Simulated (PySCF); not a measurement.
C2H8N2OSi, SMILES C=C[Si](N)(N)O at its CAM-B3LYP/def2-SVP optimised geometry (Å):

```
14

C     -1.5330    -1.4853    -2.5270
C     -0.8973    -2.0909    -1.5209
Si    -0.3176    -1.1800     0.0000
N      1.4031    -1.1800     0.0000
N     -0.9751     0.4117     0.0000
O     -0.8583    -1.9370     1.3853
H     -1.7392    -0.4104    -2.4903
H     -1.8725    -2.0234    -3.4190
H     -0.7126    -3.1704    -1.6097
H      1.9323    -1.0832    -0.8585
H      1.9384    -0.8956     0.8125
H     -0.3826     1.1800     0.2931
H     -1.9384     0.5687     0.2773
H     -0.6475    -2.8728     1.4693
```

Method: CAM-B3LYP/def2-TZVP (PySCF). Cells within 0.4 Å of a nucleus heavier than hydrogen are left out (blank, or x).

Map of the electrostatic potential (hartree/e), clipped to [-0.08, 0.12] on the plane z = 0.0 Å:

```
|333333333333333333333333333|
|333333333333333333333333333|
|333333333333333333333333333|
|333333333333444333333333333|
|333333333334444443333333333|
|333333333344444444333333333|
|333333333445665444333333333|
|333444444469996544333333333|
|334445555699998544333333333|
|344457999999999543333333333|
|344579999999998543333333333|
|344589999xx9996432223333333|
|344579999xxx997432223334443|
|334468999999999632333444444|
|333445689999999979986544444|
|333344579999999999999754444|
|33333458999xx9999xx99954444|
|22223348999xxx999xx99854443|
|222223469999x9999xx99643333|
|222222359999999999995333333|
|222222235999999943311122333|
|222222234699999520000122333|
|222222223467876420001122333|
|222222223455554321111222333|
|222222233445544322222222333|
|222222333444444332222222333|
|333333333444444333322233333|
```
Scale: ten equal steps from -0.062 (start of '0') to 0.120 (end of '9'), in the order '0123456789'; x runs from -4.00 to 4.00, y from -4.00 (bottom) to 4.00 (top).
